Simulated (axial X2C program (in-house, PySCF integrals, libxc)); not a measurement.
## How long does AlCu take?

A bond scan computed with an in-house all-electron X2C program for linear molecules (integrals from PySCF). Basis: Cu dyall-cv3z [9s9p6d3f2g], Al dyall-v3z [8s8p2d1f] (cores contracted in-house).

Input:
```json
{"zs": [29, 13], "q": 0, "bas": ["dyall-cv3z", "dyall-v3z"], "levels": ["PBE0", "HF", "LDA"], "cc": true, "r0": 2.38, "thr": -2.0, "nmax": 90, "npts": 10, "nst": 2, "ntry": 6}
```
```bash
python so2c.py task.json out
```

Keys: zs atomic numbers; q charge; bas basis sets; levels methods; cc coupled cluster on or off; r0 starting distance in Å; thr threshold in hartree for freezing inner shells (an s shell follows its p shell); nmax most natural virtual spinors; npts points on the curve; nst determinants followed; ntry starts of the search. HF also brings MP2.

Hardware: 1 thread of Arm Neoverse V1, on a shared host.

Wall time of one point of each curve, integrals apart:

| Hamiltonian | level | points | seconds a point |
| --- | --- | --- | --- |
| spin-free | PBE0 | 10 | 0.21 |
| spin-free | HF | 10 | 0.11 |
| spin-free | CCSD(T) (14 electrons, 88 virtuals) | 7 | 6.4 |
| spin-free | LDA | 10 | 0.15 |
| 2c | PBE0 | 10 | 0.26 |
| 2c | HF | 10 | 0.16 |
| 2c | CCSD(T) (14 electrons, 90 virtuals) | 7 | 7.2 |
| 2c | LDA | 10 | 0.16 |

The rest:

Search with its distance optimisation 9.6 s, atoms 9.8 s, whole task 130 s. Coupled cluster runs on the points near the minimum only. The program drops outer points, and coupled cluster, when its time limit (not in the input) nears; MP2, further determinants and curves that did not converge are not in the table.
